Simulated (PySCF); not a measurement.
Br₃Sb, SMILES [Br][Sb+]([Br])[Br], charge +1, multiplicity 2.

The structure is a stationary point at B3LYP-D3(BJ)/def2-SVP. The def2 effective core potentials stand for the cores of Sb; spin–orbit coupling is left out.

These are C-PCM-M06-2X/def2-SVP (PySCF) values and carry that method's errors.

The values are the electrostatic part of the solvation free energy, E(continuum) − E(gas) at the gas-phase geometry, in a cavity of scaled van der Waals radii (PySCF's table); cavitation and dispersion terms are not included. A continuum can't describe solvent molecules that bind to the metal.

Computed values in water (ε = 78.36), ethanol (ε = 24.85), acetone (ε = 20.49):
```
solvent      ε  ΔG(elec) (kcal/mol)
-------  -----  -------------------
water    78.36                -57.3
ethanol  24.85                -55.7
acetone  20.49                -55.2
```
